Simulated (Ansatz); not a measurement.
Relaxation of CH$_{5}$B$_{2}$LiO (10 atoms, charge 0, multiplicity 1), to a largest force component of 0.02 eV/Å in at most 50 steps.

Method: Ansatz, UKS LDA/def2-SVP.

```xyz
10
Properties=species:S:1:pos:R:3:forces:R:3
Li -2.683 -1.544 -0.724 -0.58 -0.36 -0.17
O -1.509 -0.639 -0.222 0.08 0.21 0.17
B -0.373 -0.018 0.057 0.84 -0.37 -0.49
B -0.186 1.270 1.105 -0.27 -0.92 -0.72
C 0.986 -0.549 -0.674 -1.09 0.52 0.59
H -0.265 2.388 0.752 -0.07 1.22 -0.37
H 0.082 1.126 2.240 0.31 -0.13 1.25
H 0.761 -1.325 -1.408 -0.27 -0.51 -0.47
H 1.512 0.257 -1.182 0.47 0.62 -0.36
H 1.676 -0.967 0.056 0.57 -0.28 0.58
```

Where does it end, and by what steps?

The forces met the threshold. The force dipped under the threshold on the way, but the program's further checks kept it going. After 32 steps the energy has fallen by 0.927 eV; Li1 moved furthest, 2.08 Å. Joined: Li1–B4, Li1–H7, O2–B4.

```tsv
step	energy less start (eV)	largest force component (eV/Å)	accepted
0	0.0000	1.246	yes
2	-0.1380	0.143	yes
4	-0.1441	0.086	yes
6	-0.1637	0.198	yes
8	-0.2066	0.501	yes
10	-0.3162	1.636	yes
12	-0.5379	0.733	yes
14	-0.7346	0.567	yes
16	-0.8738	0.510	yes
18	-0.8834	0.250	yes
20	-0.8869	0.022	yes
22	-0.8871	0.014	yes
24	-0.8889	0.095	yes
26	-0.8961	0.207	yes
28	-0.9130	0.312	yes
30	-0.8683	0.982	no
32	-0.9269	0.012	yes
```

```xyz
10
Properties=species:S:1:pos:R:3
Li -2.340 -0.354 0.945
O -1.162 -0.113 -0.296
B 0.180 0.037 -0.115
B -0.755 1.003 0.808
C 1.338 -0.699 -0.827
H -1.113 2.148 0.557
H -1.135 0.561 1.931
H 1.002 -1.488 -1.533
H 1.948 0.045 -1.387
H 2.037 -1.141 -0.084
```

Whether the end is a true minimum wasn't checked by a vibrational analysis.

The run took 53 s on 2 threads of Arm Neoverse V1, with other jobs on the host, peak memory 0.17 GiB.
